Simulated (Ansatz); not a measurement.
`[F][Hf]12345678([Cl])([C@H]9[C@@H]1[C@@H]2[C@@H]3[C@H]94)[C@H]1[C@@H]5[C@@H]6[C@@H]7[C@H]18`. The species carries charge 0 and has multiplicity 1. Hf takes the def2 core potential. Geometry: relaxed with PBE0-D4/def2-TZVP.

```xyz
23

F    -1.822   -0.778    1.425
Hf   -0.185   -0.073    0.674
Cl    1.005    0.480    2.702
C    -1.882    1.714    0.077
C    -1.309    1.251   -1.127
C     0.049    1.659   -1.146
C     0.316    2.331    0.058
C    -0.880    2.360    0.818
C     0.407   -1.509   -1.299
C    -0.216   -2.368   -0.374
C     0.618   -2.470    0.760
C     1.769   -1.691    0.525
C     1.639   -1.085   -0.739
H    -2.893    1.529    0.406
H    -1.825    0.714   -1.910
H     0.753    1.480   -1.944
H     1.268    2.734    0.367
H    -0.987    2.777    1.808
H     0.022   -1.234   -2.269
H    -1.188   -2.825   -0.485
H     0.397   -3.020    1.663
H     2.585   -1.546    1.216
H     2.360   -0.430   -1.205
```

Question: What is the dipole moment at r2SCAN/def2-TZVPP? (Estimate.)

Answer: The calculation gave: 3.73 D, with components (0.41, 0.14, -3.70) D in this frame, pointing from negative to positive charge.

Question: And with PBE, B3LYP, ωB97M-V? (An estimate is asked.)

Answer: Computed: PBE 3.56 D, B3LYP 3.78 D, ωB97M-V 3.85 D.

Question: Give the Mulliken charges with r2SCAN, PBE, ωB97M-V in def2-TZVPP. (Best estimate.)

Answer: Ansatz gave: 
```tsv
atom	r2SCAN	PBE	ωB97M-V
F1	-0.35	-0.29	-0.32
Hf2	0.76	0.53	0.63
Cl3	-0.36	-0.32	-0.29
C4	-0.10	-0.09	-0.11
C5	-0.14	-0.15	-0.18
C6	-0.12	-0.14	-0.15
C7	-0.11	-0.11	-0.11
C8	-0.14	-0.16	-0.18
C9	-0.13	-0.14	-0.16
C10	-0.11	-0.10	-0.11
C11	-0.14	-0.14	-0.17
C12	-0.09	-0.11	-0.12
C13	-0.14	-0.15	-0.17
H14	0.12	0.14	0.15
H15	0.12	0.13	0.14
H16	0.11	0.13	0.14
H17	0.12	0.14	0.15
H18	0.13	0.14	0.15
H19	0.11	0.13	0.14
H20	0.12	0.14	0.15
H21	0.13	0.14	0.15
H22	0.12	0.14	0.15
H23	0.12	0.13	0.14
```

B3LYP here is the variant with VWN-RPA as its local correlation; programs differ in this.
